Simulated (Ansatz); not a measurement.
Total energies of InSn₂ (the lowest doublet isomer of a short search) from Ansatz at PBE-D4/def2-TZVP, gas phase (1 Eh = 27.2114 eV = 2625.5 kJ/mol). The reference geometry is relaxed at PBE-D4/def2-SVP.

Cartesian coordinates in Å:
```
In 1.2704 0.4879 -1.3385
Sn -0.7340 -1.5930 0.4903
Sn -0.5365 1.1051 0.8482
```

```csv
state,geometry,energy (Eh)
charge 0 doublet,reference,-618.79192
charge 1 triplet,reference,-618.54736
charge 0 quartet,relaxed at PBE-D4/def2-SVP,-618.78233
free In atom (doublet),–,-190.11735
free Sn atom (triplet),–,-214.24935
```

In the def2 sets In, Sn take a core potential; there is no spin–orbit coupling.

**Question.** Work out the vertical ionisation energy to the triplet.

**Answer.** E(charge 1 triplet) − E(charge 0 doublet) = -618.54736 − (-618.79192) = 0.24456 Eh = 6.65 eV. For comparison, −ε of the highest occupied level of the spin that leaves is 4.42 eV at this level, 2.23 eV less.

**Question.** Which of the charge 0 states is lowest, and how far above it are the others?

**Answer.** The doublet. quartet: -618.78233 − (-618.79192) = 0.00959 Eh = 25.2 kJ/mol.

**Question.** What is the binding energy per atom against free atoms?

**Answer.** Atoms: 1 × (-190.11735) + 2 × (-214.24935) = -618.61605 Eh. Binding: -618.61605 − (-618.79192) = 0.17587 Eh = 4.79 eV, or 1.60 eV for each of 3 atoms (no zero-point energy, no counterpoise term).

The structure comes from a short search, and lower isomers may exist.
